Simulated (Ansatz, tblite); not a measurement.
(GeF2)n: gap (eV) at several levels, gas phase, relaxed structures; Ansatz, xTB through tblite. Clusters are the lowest isomers that short searches found in that spin, judged at the geometry's level. Singlets are spin-restricted. The structures are stationary points that may keep the symmetry of their start.

```json
{"species": "GeF2", "state": "singlet", "geometry": "PBE0-D4/def2-TZVP", "GFN2-xTB": "5.13", "PBE-D4/def2-SVP": "4.27", "PBE-D4/def2-TZVP": "4.29", "r2SCAN-D4/def2-TZVP": "4.68", "PBE0-D4/def2-SVP": "6.35"}
{"species": "Ge3F6", "state": "singlet", "geometry": "PBE-D4/def2-SVP", "GFN2-xTB": "6.10", "PBE-D4/def2-SVP": "4.93", "PBE-D4/def2-TZVP": "4.87", "r2SCAN-D4/def2-TZVP": "5.36", "PBE0-D4/def2-SVP": "6.97"}
{"species": "Ge4F8", "state": "singlet", "geometry": "PBE-D4/def2-SVP", "GFN2-xTB": "3.30", "PBE-D4/def2-SVP": "3.44", "PBE-D4/def2-TZVP": "3.44", "r2SCAN-D4/def2-TZVP": "3.82", "PBE0-D4/def2-SVP": "5.23"}
```

(1) Estimate the column for PBE0-D4/def2-TZVP.

(1) GeF2 6.36; Ge3F6 6.88; Ge4F8 5.21.

Over the 3 species that have every level, the mean is 4.85 at GFN2-xTB, 4.21 at PBE-D4/def2-SVP, 4.20 at PBE-D4/def2-TZVP, 4.62 at r2SCAN-D4/def2-TZVP, 6.18 at PBE0-D4/def2-SVP, 6.15 at PBE0-D4/def2-TZVP. Orbital gaps grow with the share of exact exchange and aren't one observable across functionals.
